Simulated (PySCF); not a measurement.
## SeN⁺: energy against distance

Set-up: Se cc-pVDZ-PP with ECP10, N cc-pVDZ; scalar-relativistic core potentials (PySCF 2.14). Energies in eV from Se⁺ + N in their ground configurations at the same level. State: ¹Σ⁺ (singlet), closed shell.

Curves on a restricted Hartree–Fock reference rise too fast on stretching and do not dissociate correctly.

```tsv
R (Å)	RHF-CCSD	PBEsol
1.359		-2.971
1.422	-2.064	-4.324
1.485	-2.830	-5.101
1.533	-3.122	-5.405
1.580	-3.233	-5.529
1.627	-3.205	-5.512
1.691	-3.009	-5.329
1.770	-2.593	-4.921
1.864	-1.954	-4.278
1.991		-3.450
```

Task: Put a parabola through the three lowest points of the RHF-CCSD curve and estimate Re, k and ωe (reduced mass 11.92 u; 1 eV/Å² = 0.16022 mdyn/Å; ωe = 1302.8·√(k/μ) cm⁻¹).

Result: Through R = 1.533, 1.58, 1.627 Å the second-order coefficient is 31.5 eV/Å², so Re ≈ 1.594 Å, k ≈ 10.1 mdyn/Å and ωe ≈ 1198 cm⁻¹. A polynomial fit of higher order to the unrounded RHF-CCSD energies gives Re = 1.592 Å, k = 9.18 mdyn/Å, ωe = 1144 cm⁻¹; anharmonicity and rounding make the difference.

The higher-order fit for each curve: RHF-CCSD: Re = 1.592 Å, ωe = 1144 cm⁻¹, De = 3.24 eV; PBEsol: Re = 1.597 Å, ωe = 1133 cm⁻¹, De = 5.54 eV.

Correlated steps freeze 5 core orbitals. Correlated levels converge slowly with the basis: in double zeta they bind strong bonds too weakly, by up to about 1 eV, and carry superposition errors of some tenths. ⟨S²⟩ of the unrestricted solution departs from its pure value on part of the curve, where spin states mix. For an ion De counts to the pair picked by the measured ionisation energies or electron affinities, which need not be the lowest pair at this level. Where the molecule has an RHF reference, its open-shell atoms are computed with UHF.
